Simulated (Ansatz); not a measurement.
Species: H3GaS, SMILES `[SH][GaH2]` (H–S–Ga–H torsion 180°) (charge 0, multiplicity 1).

### Question
Give a relaxed geometry from PBE0-D4/def2-TZVP in Ansatz (an electronic-structure program).

### Answer
This is not unique; one that fits is the end point of this relaxation, one of several conformers (outside a Z-matrix the atoms follow the SMILES, hydrogens last).
Z-matrix (Å, degrees):
```
Ga
H 1 1.5587
H 1 1.5604 2 126.64
S 1 2.1992 2 115.25 3 179.99
H 4 1.3428 1 95.01 2 -179.99
```
